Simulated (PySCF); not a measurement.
A series of related molecules.

All values: PBE0/pcSseg-1 (PySCF) at GFN2-xTB geometries, gas phase, one conformer each.

Question: Rank by HOMO–LUMO gap, lowest first.
A. `C=CC[C@@H]1C[C@@]1(Cl)CO[SiH3]`
B. `C(O[SiH3])[C@]1(Cl)[C@@H](C1)C=O`
C. `CCO[C@@H]1C[C@@]1(Cl)CO[SiH3]`
D. `[SiH3]C[C@@H]1C[C@]1(Cl)CO[SiH3]`
E. `COC[C@@H]1C[C@]1(Cl)CO[SiH3]`
F. `CC[C@@H]1C[C@]1(Cl)CO[SiH3]`

Answer: B (6.48 eV), C (7.10 eV), E (7.44 eV), A (7.59 eV), F (7.92 eV), D (8.11 eV).

All values together:

```json
{"SMILES": "[SiH3]OCC1(Cl)CC1", "change": "parent", "formula": "C4H9ClOSi", "μ (D)": "1.53", "HOMO (eV)": "-7.71", "LUMO (eV)": "0.13", "lowest IAO charge (e)": "-0.642 (O)", "highest IAO charge (e)": "+0.877 (Si)", "lowest Hirshfeld charge (e)": "-0.202 (O)", "highest Hirshfeld charge (e)": "+0.391 (Si)"}
{"SMILES": "CC(=O)[C@@H]1C[C@@]1(Cl)CO[SiH3]", "change": "H on C replaced by COCH3", "formula": "C6H11ClO2Si", "μ (D)": "4.10", "HOMO (eV)": "-7.35", "LUMO (eV)": "-0.55", "lowest IAO charge (e)": "-0.644 (O)", "highest IAO charge (e)": "+0.875 (Si)", "lowest Hirshfeld charge (e)": "-0.227 (O)", "highest Hirshfeld charge (e)": "+0.386 (Si)"}
{"SMILES": "CO[C@@H]1C[C@]1(Cl)CO[SiH3]", "change": "H on C replaced by OCH3", "formula": "C5H11ClO2Si", "μ (D)": "2.66", "HOMO (eV)": "-7.59", "LUMO (eV)": "0.56", "lowest IAO charge (e)": "-0.638 (O)", "highest IAO charge (e)": "+0.857 (Si)", "lowest Hirshfeld charge (e)": "-0.225 (O)", "highest Hirshfeld charge (e)": "+0.352 (Si)"}
{"SMILES": "O=C[C@@H]1C[C@]1(Cl)CO[SiH3]", "change": "H on C replaced by CHO", "formula": "C5H9ClO2Si", "μ (D)": "1.06", "HOMO (eV)": "-7.66", "LUMO (eV)": "-1.18", "lowest IAO charge (e)": "-0.642 (O)", "highest IAO charge (e)": "+0.871 (Si)", "lowest Hirshfeld charge (e)": "-0.225 (O)", "highest Hirshfeld charge (e)": "+0.381 (Si)"}
{"SMILES": "O=CO[C@@H]1C[C@@]1(Cl)CO[SiH3]", "change": "H on C replaced by OCHO", "formula": "C5H9ClO3Si", "μ (D)": "2.13", "HOMO (eV)": "-7.82", "LUMO (eV)": "0.01", "lowest IAO charge (e)": "-0.644 (O)", "highest IAO charge (e)": "+0.875 (Si)", "lowest Hirshfeld charge (e)": "-0.254 (O)", "highest Hirshfeld charge (e)": "+0.394 (Si)"}
{"SMILES": "COC[C@@H]1C[C@]1(Cl)CO[SiH3]", "change": "H on C replaced by CH2OCH3", "formula": "C6H13ClO2Si", "μ (D)": "2.56", "HOMO (eV)": "-7.31", "LUMO (eV)": "0.13", "lowest IAO charge (e)": "-0.641 (O)", "highest IAO charge (e)": "+0.870 (Si)", "lowest Hirshfeld charge (e)": "-0.198 (O)", "highest Hirshfeld charge (e)": "+0.388 (Si)"}
{"SMILES": "C=CC[C@@H]1C[C@@]1(Cl)CO[SiH3]", "change": "H on C replaced by allyl", "formula": "C7H13ClOSi", "μ (D)": "1.48", "HOMO (eV)": "-7.45", "LUMO (eV)": "0.14", "lowest IAO charge (e)": "-0.641 (O)", "highest IAO charge (e)": "+0.877 (Si)", "lowest Hirshfeld charge (e)": "-0.201 (O)", "highest Hirshfeld charge (e)": "+0.391 (Si)"}
{"SMILES": "CC[C@@H]1C[C@]1(Cl)CO[SiH3]", "change": "H on C replaced by C2H5", "formula": "C6H13ClOSi", "μ (D)": "2.35", "HOMO (eV)": "-7.60", "LUMO (eV)": "0.33", "lowest IAO charge (e)": "-0.640 (O)", "highest IAO charge (e)": "+0.876 (Si)", "lowest Hirshfeld charge (e)": "-0.216 (O)", "highest Hirshfeld charge (e)": "+0.384 (Si)"}
{"SMILES": "[SiH3]C[C@@H]1C[C@]1(Cl)CO[SiH3]", "change": "H on C replaced by CH2SiH3", "formula": "C5H13ClOSi2", "μ (D)": "1.43", "HOMO (eV)": "-7.69", "LUMO (eV)": "0.42", "lowest IAO charge (e)": "-0.640 (O)", "highest IAO charge (e)": "+0.855 (Si)", "lowest Hirshfeld charge (e)": "-0.222 (O)", "highest Hirshfeld charge (e)": "+0.351 (Si)"}
{"SMILES": "CCO[C@@H]1C[C@@]1(Cl)CO[SiH3]", "change": "H on C replaced by OC2H5", "formula": "C6H13ClO2Si", "μ (D)": "2.19", "HOMO (eV)": "-7.02", "LUMO (eV)": "0.09", "lowest IAO charge (e)": "-0.643 (O)", "highest IAO charge (e)": "+0.875 (Si)", "lowest Hirshfeld charge (e)": "-0.202 (O)", "highest Hirshfeld charge (e)": "+0.391 (Si)"}
```

Conformers: `[SiH3:1][O:2][CH2:3][C:4]1([Cl:5])[CH2:6][CH2:7]1` with Si1–O2–C3–C4 180°, O2–C3–C4–Cl5 180°; `[CH3:1][C:2](=[O:3])[C@@H:4]1[CH2:5][C@@:6]1([Cl:7])[CH2:8][O:9][SiH3:10]` with C1–C2–C4–C5 179°, C5–C6–C8–O9 129°, C6–C8–O9–Si10 164°; `[CH3:1][O:2][C@@H:3]1[CH2:4][C@:5]1([Cl:6])[CH2:7][O:8][SiH3:9]` with C1–O2–C3–C4 -83°, C4–C5–C7–O8 64°, C5–C7–O8–Si9 56°; `[O:1]=[CH:2][C@@H:3]1[CH2:4][C@:5]1([Cl:6])[CH2:7][O:8][SiH3:9]` with O1–C2–C3–C4 19°, C4–C5–C7–O8 -142°, C5–C7–O8–Si9 153°; `[O:1]=[CH:2][O:3][C@@H:4]1[CH2:5][C@@:6]1([Cl:7])[CH2:8][O:9][SiH3:10]` with O1–C2–O3–C4 2°, C2–O3–C4–C5 155°, C5–C6–C8–O9 32°, C6–C8–O9–Si10 179°; `[CH3:1][O:2][CH2:3][C@@H:4]1[CH2:5][C@:6]1([Cl:7])[CH2:8][O:9][SiH3:10]` with C1–O2–C3–C4 -176°, O2–C3–C4–C5 143°, C5–C6–C8–O9 -17°, C6–C8–O9–Si10 -170°; `[CH2:1]=[CH:2][CH2:3][C@@H:4]1[CH2:5][C@@:6]1([Cl:7])[CH2:8][O:9][SiH3:10]` with C1–C2–C3–C4 117°, C2–C3–C4–C5 156°, C5–C6–C8–O9 35°, C6–C8–O9–Si10 -178°; `[CH3:1][CH2:2][C@@H:3]1[CH2:4][C@:5]1([Cl:6])[CH2:7][O:8][SiH3:9]` with C1–C2–C3–C4 -89°, C4–C5–C7–O8 -139°, C5–C7–O8–Si9 -175°; `[SiH3:1][CH2:2][C@@H:3]1[CH2:4][C@:5]1([Cl:6])[CH2:7][O:8][SiH3:9]` with Si1–C2–C3–C4 -82°, C4–C5–C7–O8 -137°, C5–C7–O8–Si9 -50°; `[CH3:1][CH2:2][O:3][C@@H:4]1[CH2:5][C@@:6]1([Cl:7])[CH2:8][O:9][SiH3:10]` with C1–C2–O3–C4 -178°, C2–O3–C4–C5 154°, C5–C6–C8–O9 38°, C6–C8–O9–Si10 -176°.

Give the shifts from the parent, `[SiH3]OCC1(Cl)CC1`.

```tsv
SMILES	change in μ (D)	change in HOMO (eV)	change in LUMO (eV)
CC(=O)[C@@H]1C[C@@]1(Cl)CO[SiH3]	+2.57	+0.36	-0.68
CO[C@@H]1C[C@]1(Cl)CO[SiH3]	+1.13	+0.12	+0.43
O=C[C@@H]1C[C@]1(Cl)CO[SiH3]	-0.47	+0.05	-1.31
O=CO[C@@H]1C[C@@]1(Cl)CO[SiH3]	+0.60	-0.11	-0.12
COC[C@@H]1C[C@]1(Cl)CO[SiH3]	+1.03	+0.40	0.00
C=CC[C@@H]1C[C@@]1(Cl)CO[SiH3]	-0.05	+0.26	+0.01
CC[C@@H]1C[C@]1(Cl)CO[SiH3]	+0.82	+0.11	+0.20
[SiH3]C[C@@H]1C[C@]1(Cl)CO[SiH3]	-0.10	+0.02	+0.29
CCO[C@@H]1C[C@@]1(Cl)CO[SiH3]	+0.66	+0.69	-0.04
```
